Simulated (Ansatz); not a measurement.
(BeTe)n off (charge +1): PBE-D4/def2-SVP single points in Ansatz on relaxed structures, gas phase. Each cluster is the lowest isomer that a short search found in that spin, judged at the geometry's level, and lower ones may exist. Core potentials for Te, no spin–orbit coupling. HOMO and LUMO are taken over both spins. The structures are stationary points that may keep the symmetry of their start.

(1) Estimate the order by HOMO (eV), lowest first.
A. Be3Te2⁺ (doublet)
B. Be2Te⁺ (doublet)
C. Be2Te2⁺ (doublet)

(1) B (-11.13), C (-11.01), A (-9.08).

In full:

| species | atoms | state | geometry | HOMO (eV) | LUMO (eV) | gap (eV) | point group (within 0.1 Å) |
| --- | --- | --- | --- | --- | --- | --- | --- |
| Be2Te⁺ | 3 | doublet | PBE-D4/def2-TZVP | -11.13 | -9.77 | 1.36 | C2v |
| Be2Te2⁺ | 4 | doublet | r2SCAN-D4/def2-TZVP | -11.01 | -10.26 | 0.75 | D2h |
| Be3Te2⁺ | 5 | doublet | PBE-D4/def2-SVP | -9.08 | -8.12 | 0.96 | D3h |

The gap (eV) runs from 0.75 (Be2Te2⁺) to 1.36 (Be2Te⁺).
